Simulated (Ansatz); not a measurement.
A structure relaxed at PBE-D4/def2-SVP in Ansatz, charge 0, doublet:

```xyz
6

W     0.503   -0.857   -1.386
W     1.684   -0.028    0.465
W    -0.689    1.058   -0.674
B    -1.472   -0.790   -0.343
B     0.256    1.205    1.157
B    -0.282   -0.588    0.781
```

(1) Give its formula.

(2) Summarise the bond lengths by kind (pairs closer than 1.2 times the sum of covalent radii, bridged metal pairs left out).

## Answers

(1) B₃W₃.

(2) 7 × B–W 2.01 to 2.32 Å; 3 × W–W 2.35 to 2.85 Å; 2 × B–B 1.65 to 1.91 Å.

In the def2 sets W takes a core potential; there is no spin–orbit coupling. Another isomer (doublet) lies 0.76 eV lower at PBE0-D4/def2-TZVP; other spin states weren't run for this one.
